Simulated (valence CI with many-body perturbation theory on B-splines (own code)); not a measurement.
**Run record, Hf LX**

Calculated by valence CI with perturbative core correlation (CI+MBPT): three valence electrons over a frozen Dirac-Fock core [Ne], a basis of 6 s, 6 p, 5 d, 3 f, 1 g functions for each j, with the two-electron term Σ2, the three-electron term Σ3, Breit, model QED; selected single and double excitations, second order for the rest, scaled by the run's own slope (own B-spline code, finite nucleus).

Command, and the settings that its task file holds:

```sh
python run_cv.py task.json out
```

```
atom Hf  Z=72  mass_number=180  rms_radius_fm=5.3470
core [Ne]
valence 3s2 3p1
avg = 1
basis = S
breit = 1
cap = 10000
capref = 1200
cscale = 1
de = 0.0
dress = 0
eps = 2e-08
extrap = 1
h = 0.27
hh = 1
l2 = 3
lcore = 6
maxit = 60
n2 = 5
natural = 1
nlev = 20
nno = [3, 3, 3, 2, 1]
nroot = 26
nsp = [3, 3, 2, 1, 0]
pt2 = 1
qed = 1
rpa = 1
s1 = 0
s2 = 1
s3 = 1
screen = 1
tol = 2e-05
whole = 1
```

It took 4.1 s on 1 thread of AMD EPYC 9R45 96-Core Processor (Zen 5), with other jobs on the host.

Log. The first blocks belong to the next ion, which gives the ionisation energy. Fields: 2J, parity (1 odd), roots, reference size, generating configurations, candidates as configurations/state functions, variational space P, stored matrix elements, Davidson steps; e2 is the range of second-order energies in hartree. The first line gives the box (bohr), its intervals, the orbitals and the steps of their self-consistent field. Window is the range of levels sought, series limit the energy at which the first omitted orbital would enter, core excitation an estimate of the first excitation out of the core, left out the lowest levels not solved, and shifts from estimates the range by which levels moved from their first estimate, all in cm⁻¹.

```
rmax 1.4 intervals 54 orbitals 36 references ['3s2 3p', '3s2 3d', '3s 3p2', '3s 3p 3d', '3p3'] scf 2 t 0.3
2J=0 par=0 roots 2 ref 15 generators 4 cand 92/92 P 107/107 nnz 0 it 0
   second order: generators 5 cand 0/0 e2 -0.00000 -0.00000
reference levels 433, estimated 48, window 6642862 1/cm; series limit 34012356, core excitation 63622251
2J=1 par=1 roots 3 ref 37 generators 7 cand 276/408 P 926/1378 nnz 0 it 3
2J=1 par=1 roots 3 ref 37 generators 8 cand 224/333 P 983/1461 nnz 0 it 4
   second order: generators 10 cand 387/586 e2 -0.00000 -0.00000
2J=1 par=0 roots 4 ref 41 generators 8 cand 358/519 P 869/1281 nnz 0 it 0
2J=1 par=0 roots 4 ref 41 generators 9 cand 295/434 P 999/1460 nnz 0 it 4
   second order: generators 10 cand 165/255 e2 -0.00000 -0.00000
2J=3 par=1 roots 6 ref 60 generators 10 cand 248/549 P 1175/2420 nnz 0 it 4
2J=3 par=1 roots 6 ref 60 generators 13 cand 200/420 P 1243/2579 nnz 1.1e+06 it 4
   second order: generators 16 cand 588/1306 e2 -0.00000 -0.00000
2J=3 par=0 roots 6 ref 65 generators 11 cand 419/912 P 1039/2082 nnz 0 it 4
2J=3 par=0 roots 6 ref 65 generators 13 cand 337/742 P 1183/2401 nnz 0 it 5
   second order: generators 16 cand 433/1018 e2 -0.00000 -0.00000
2J=5 par=0 roots 4 ref 63 generators 8 cand 415/1059 P 1020/2164 nnz 0 it 4
2J=5 par=0 roots 4 ref 63 generators 12 cand 371/939 P 1080/2304 nnz 0 it 4
   second order: generators 15 cand 551/1480 e2 -0.00000 -0.00000
2J=5 par=1 roots 4 ref 55 generators 5 cand 269/676 P 1154/2576 nnz 1.1e+06 it 3
2J=5 par=1 roots 4 ref 55 generators 10 cand 216/516 P 1217/2754 nnz 1.3e+06 it 4
   second order: generators 12 cand 399/1005 e2 -0.00000 -0.00000
2J=7 par=1 roots 2 ref 36 generators 3 cand 395/945 P 921/2001 nnz 0 it 3
2J=7 par=1 roots 2 ref 36 generators 5 cand 279/655 P 999/2183 nnz 0 it 4
   second order: generators 7 cand 201/473 e2 -0.00000 -0.00000
left out: unestimated 9764583, estimated 7991788, shifts from estimates -1 to 0
operators 0.2
```

The Davidson iterations converged. The settings are bad on purpose, so the numbers may not be properties of the ion.

No measured spectrum was set against this ion. As an estimate, large intervals hold to a few tenths of a per cent, small ones and those within an open d or f shell to about a per cent.

```yaml
Valence_energy: -716.8602 hartree
Ionisation_energy: "6283.7 eV (NIST: 6284 ± 7 eV (theoretical))"
Reference_configurations_for_the_orbitals: 3s2 3p, 3s2 3d, 3s 3p2, 3s 3p 3d, 3p3
Radial_orbitals: 36
Box_radius: 1.405 bohr
Largest_variational_space: 2754
Lowest_levels: (3s^2 3p1/2) J=1/2 0.00, (3s 3p1/2^2) J=1/2 1294.0, (3s^2 3p3/2) J=3/2 2572.0, (3s 3p1/2 3p3/2) J=3/2 [a] 3631.6, (3s 3p1/2 3p3/2) J=5/2 3772.5, (3s 3p1/2 3p3/2) J=3/2 [b] 3938.9, (3s 3p1/2 3p3/2) J=1/2 4016.7, (3s^2 3d3/2) J=3/2 4393.8, (3s^2 3d5/2) J=5/2 4908.4, (3p1/2^2 3p3/2) J=3/2 5210.8, (3s 3p1/2 3d3/2) J=3/2 [a] 5318.2, (3s 3p1/2 3d3/2) J=5/2 5415.9, (3s 3p1/2 3d3/2) J=1/2 5621.6, (3s 3p1/2 3d3/2) J=3/2 [b] 5670.1 × 10³ cm⁻¹
```

Levels are named by their leading jj configuration (3d3/2^4 stands for four electrons in 3d with j = 3/2), which in mixed levels can hold well under half, so a name can repeat and another be missing. Letters in brackets count levels of one name in rising energy.
